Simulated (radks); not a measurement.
The numbers below are computed, except where a source is named.
Q: Dipole-allowed excitations along the series with 36 electrons in [Kr]. Code: a radial shooting solver on a logarithmic mesh with Libxc functionals. Model: scalar-relativistic Kohn-Sham, PBE, spin-polarised, spherical densities, finite nucleus; Fermi nuclear charge, rms radius of each element as measured or else 0.836 A^(1/3) + 0.57 fm. Time-dependent linear response with the Hartree and adiabatic LDA kernel, continuum included through the Sternheimer equations, no spin-orbit coupling, so fine structure and intercombination lines are absent. Lines are the poles of the dipole polarisability below minus the highest occupied eigenvalue, found on a grid refined at the orbital gaps; the lowest seven at most are given, and weak or close lines can be missed. The first line takes the name of the lowest orbital gap if no other gap lies below it; otherwise a line is named after a gap within 0.6 % of it, if that gap stands alone.

species  -e(HOMO) (eV)  lowest orbital gap (eV)  first line (eV)     f  static alpha (bohr^3)
I17+            495.02             4p-4d 86.654   107.38 (4p-4d)  4.21                 0.3068
Xe18+           540.33             4p-4d 90.993   112.52 (4p-4d)  4.12                 0.2731
Cs19+           587.47             4p-4d 95.387   117.72 (4p-4d)  4.03                 0.2441
Ba20+           636.43             4p-4d 99.840   122.97 (4p-4d)  3.95                 0.2191
Ce22+           739.83             4p-4d 108.94   133.65 (4p-4d)  3.80                 0.1782

Estimate the first line of La21+, its oscillator strength and the static polarisability.

A: 128.28 eV (4p-4d), f = 3.87, alpha = 0.1973 bohr^3.
